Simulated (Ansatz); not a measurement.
Geometry optimisation, RKS PBE/6-31G (Ansatz 0.2.0).

The input (input.yaml):

```yaml
crystal:
  periodic: [false, false, false]
  atoms:
    - { symbol: Si, position_ang: [-0.64495, 1.05007, 0.079] }
    - { symbol: "N", position_ang: [0.69485, -0.08954, 0.25528] }
    - { symbol: C, position_ang: [0.55133, -1.32799, -0.20796] }
    - { symbol: S, position_ang: [-0.83237, -1.79982, -0.92709] }
    - { symbol: H, position_ang: [-0.89319, 1.25714, -1.34002] }
    - { symbol: H, position_ang: [-1.78404, 0.54703, 0.83239] }
    - { symbol: H, position_ang: [-0.04572, 2.22852, 0.71021] }
    - { symbol: H, position_ang: [-0.43529, -1.08437, -0.60207] }
    - { symbol: H, position_ang: [1.38197, -2.01833, -0.09309] }
basis:
  gaussian: { orbitals: "6-31G" }
hamiltonian:
  xc: pbe
relax:
  f_tol: 0.02
  max_steps: 50
output:
  orbitals: {}
```

Run as:

```bash
$ ansatz run input.yaml --threads 1 --pin off --max-ram 2048MiB --backend cpu --events-out ev --progress --plain --runs-dir out
```

Q: Where does it end, and by what steps?

A: The forces met the threshold. Limits of this set-up: no polarisation functions. After 21 steps the energy has fallen by 13.237 eV; H8 moved furthest, 1.33 Å. The start is strongly strained (largest force component 43 eV/Å), so its close contacts needn't be bonds. Parted: C3–H8.

```tsv
step	energy less start (eV)	largest force component (eV/Å)	accepted
0	0.0000	43.138	yes
1	-8.1466	12.995	yes
2	-10.8958	3.636	yes
3	-11.4217	4.365	yes
4	-12.3066	1.856	yes
5	-12.7598	1.344	yes
6	-13.0255	0.771	yes
7	-13.1460	0.602	yes
8	-13.1908	0.322	yes
9	-13.2022	0.324	yes
10	-13.2119	0.055	yes
11	-13.2124	0.063	yes
12	-13.2178	0.225	yes
13	-13.2207	0.210	yes
14	-13.2257	0.121	yes
15	-13.2298	0.125	yes
16	-13.2351	0.088	yes
17	-13.2334	0.237	no
18	-13.2364	0.075	yes
19	-13.2372	0.035	yes
20	-13.2374	0.025	yes
21	-13.2375	0.012	yes
```

```xyz
9
Properties=species:S:1:pos:R:3
Si -0.617 1.150 0.309
N 0.466 -0.279 0.561
C 0.656 -1.396 -0.009
S -0.170 -2.173 -1.526
H -1.566 1.046 -0.882
H -1.429 1.302 1.571
H 0.284 2.344 0.117
H -1.035 -1.117 -1.788
H 1.403 -2.115 0.353
```

Time of the run: 99 s on 1 thread of AMD EPYC 7R43 64-Core Processor (Zen 3), with other jobs on the host, peak memory 0.16 GiB.
